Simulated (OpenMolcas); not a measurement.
# Cr2+, Mo2+, W2+: d4 down the group

- Program: OpenMolcas 26.06
- Method: MS-CASPT2, IPEA 0.25 Eh, imaginary shift 0.1 Eh
- Basis: ANO-RCC-VTZP
- Scalar Hamiltonian: DKH2, point nucleus
- Spin-orbit coupling: RASSI with atomic mean-field integrals over the reference wave functions, term energies averaged over their components

Active space for each ion: 4 electrons in 6 orbitals (d s); closed shells correlated by CASPT2: Cr2+ 3s 3p; Mo2+ 4s 4p; W2+ 5s 5p.

Computed levels in cm-1 above 5D0:

```tsv
Level	Cr2+	Mo2+	W2+
5D1	70.8	247	2460
5D2	209	686	4870
5D3	410	1260	6820
5D4	668	1931	8290
3H4	17780	13970	15350
3H5	17930	14550	18640
3H6	18100	15080	20390
3F2(1)	18940	15130	15310
3G4	21510	17660	22470
weight of 5D in the lowest level (%)	100	98	65
```

Mixed levels, with the weight of the term that names them: W2+ 5D0 (65 %), W2+ 3H4 (50 %), W2+ 3H5 (70 %), W2+ 3F2(1) (69 %), W2+ 3G4 (52 %).

Measured, with the error of the calculation in %. Measured levels: Cr2+ from Sugar and Corliss, J. Phys. Chem. Ref. Data 6, 317 (1977); Mo2+ from Sugar and Musgrove, J. Phys. Chem. Ref. Data 17, 155 (1988); W2+ from NIST levels as listed in McCann et al., Mon. Not. R. Astron. Soc. 538, 537 (2025).

```
 Level          Cr2+           Mo2+          W2+
   5D1  62.2 (+13.8)     242 (+2.2)  2256 (+8.8)
   5D2   183 (+14.3)     668 (+2.7)  4461 (+9.2)
   5D3   357 (+15.1)    1224 (+3.0)  6278 (+8.6)
   5D4   576 (+16.0)    1872 (+3.1)  7687 (+7.9)
   3H4  17274 (+3.0)  12680 (+10.1)             
   3H5  17397 (+3.1)   13276 (+9.6)             
   3H6  17531 (+3.2)   13811 (+9.2)             
3F2(1)  18452 (+2.7)   13929 (+8.7)             
   3G4  20853 (+3.2)   16283 (+8.5)
```

The fine-structure level 5D4 changes by a factor of 12.4 from Cr2+ to W2+.

Without spin-orbit coupling 3H lies 17560, 13510, 12490 cm-1 above 5D in that order; the difference to the level 3H4, of either sign, comes from spin-orbit coupling, which also lowers the zero.

CASPT2 breaks the degeneracy within a term, and the mean is taken; among the terms shown or strongly mixed into the levels shown the widest spread is 280 cm-1 (5d4 1G(1), W2+). Blocks of more than 70 roots (2S+1 = 3 even, 1 even) ran without multistate coupling. Configurations are named by rounded mean occupations; where the s occupation lies near a half they are strongly mixed, a name can repeat and a true partner stay unpaired. Some high roots are left out of the spin-orbit mixing, which shifts the levels that they would mix with (holds for W2+). The CASPT2 spread within a term exceeds the gap to the next term for 5d4 1G(1) and 5d4 1I, so the order of their levels is uncertain (holds for W2+). Measured partners are found by configuration, term and J. A level has none where our copy of the source lacks it or the pairing is in doubt (some pairs that miss far off the trend of their configuration count as doubtful), and it then counts in no deviation. Levels of configurations outside the active space are missing.

A number in round brackets counts repeated terms of one configuration in the order of the reference energies.
